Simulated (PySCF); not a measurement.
UHF on Se+ (selenium, charge +1)

Configuration: [Ar] 3d10 4s2 4p3, high-spin 4S determinant. Computed with PySCF 2.14 in aug-cc-pVDZ-DK (6s5p3d, 36 functions), with scalar relativity by spin-free X2C-1e.

- Total energy: -2427.647810 hartree
- One-electron energy: -3366.4375 hartree
- Hartree (Coulomb) energy: 1025.4896 hartree
- Exchange energy: -86.6999 hartree
- ⟨S²⟩: 3.7507
- ⟨L²⟩: 0.000
- Sum of ⟨r⟩: 22.34 bohr
- Sum of ⟨r²⟩: 31.15 bohr²
- Langevin diamagnetic susceptibility: -24.7 ×10⁻⁶ cm³/mol
- Time after the integrals: 0.11 s of wall time on 1 thread of Intel(R) Xeon(R) Platinum 8259CL CPU @ 2.50GHz (shared host)

```tsv
shell	electrons	mean orbital energy (hartree)	rms radius, mean of both spins (bohr)
1s α	1	-468.44315	0.0508
1s β	1	-468.43139	0.0508
2s α	1	-62.72633	0.212
2s β	1	-62.71981	0.212
2p α	3	-55.04726	0.189
2p β	3	-55.03380	0.189
3s α	1	-9.60866	0.612
3s β	1	-9.58511	0.612
3p α	3	-7.12022	0.636
3p β	3	-7.08890	0.636
3d α	5	-2.98102	0.696
3d β	5	-2.96356	0.696
4s α	1	-1.34895	1.90
4s β	1	-1.03931	1.90
4p α	3	-0.78730	2.28
```

Densities and radii are taken from the X2C orbitals without a picture-change correction, which distorts them close to the nucleus.
